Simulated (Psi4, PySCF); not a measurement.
H4S2Si, singlet, at a GFN2-xTB geometry. Base run: B3LYP/6-31G, TDDFT run with PySCF.

PySCF was given this input:
```python
from pyscf import gto, scf, dft, tdscf

mol = gto.M(
    atom='''
Si   -0.822684   -0.117697    0.010566
S     0.148188    1.741387    0.478697
S     0.618341   -1.631723   -0.488541
H    -1.529385   -0.463898    1.226962
H    -1.628480    0.012117   -1.186406
H     0.971344    1.760181   -0.560152
H     1.439628   -1.415254    0.529188
''',
    basis='6-31g',
    charge=0,
    spin=0,
    verbose=4,
)

mf = dft.RKS(mol)
mf.xc = 'b3lyp'
mf.kernel()
td = mf.TDDFT()
td.nstates = 5
td.kernel()
td.analyze()
```

Programs used: Psi4, PySCF; a row that names a program was run with it.

The base run was repeated with changes; each row names its change, and settings that it needs were set with it.

```tsv
change	first excitation (eV)	oscillator strength of the first	second (eV)
base	6.01	0.043	6.11
guess vectors = 13 for 5 states	6.01	0.043	6.11
conv_tol = 1e-3	6.01	0.043	6.11
functional = m062x	[?]	[?]	[?]
nstates = 15	6.01	0.043	6.11
basis = 6-31+G*	[?]	[?]	[?]
code = psi4	6.01	0.043	6.11
nstates = 2	6.01	0.043	6.11
basis = cc-pVDZ	6.00	0.019	6.14
functional = bhandhlyp	[?]	[?]	[?]
functional = wb97x	6.50	0.046	6.65
```

Task: Some entries are withheld; supply them.

Result: 
- functional = m062x, first excitation (eV): 6.08
- functional = m062x, oscillator strength of the first: 0.040
- functional = m062x, second (eV): 6.19
- basis = 6-31+G*, first excitation (eV): 5.65
- basis = 6-31+G*, oscillator strength of the first: 0.005
- basis = 6-31+G*, second (eV): 5.83
- functional = bhandhlyp, first excitation (eV): 6.45
- functional = bhandhlyp, oscillator strength of the first: 0.045
- functional = bhandhlyp, second (eV): 6.60

An iterative solver can miss low states, so a row lists the states that it found.
